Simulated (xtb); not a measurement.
YOCl, SMILES [O]=[Y][Cl]. All values are semi-empirical tight-binding results from xtb (GFN2-xTB unless named), good for trends rather than for accurate numbers. The structure is a stationary point at GFN2-xTB.

For metal compounds this method's bond lengths and energies can be far off.

Computed properties:
```
Item                                            Value
-------------------------------------  --------------
point group as xtb finds it                        Cs
orbital gap                                   1.29 eV
zero-point energy                        1.2 kcal/mol
G − E(el) at 298.15 K (modified RRHO)  -16.9 kcal/mol
```
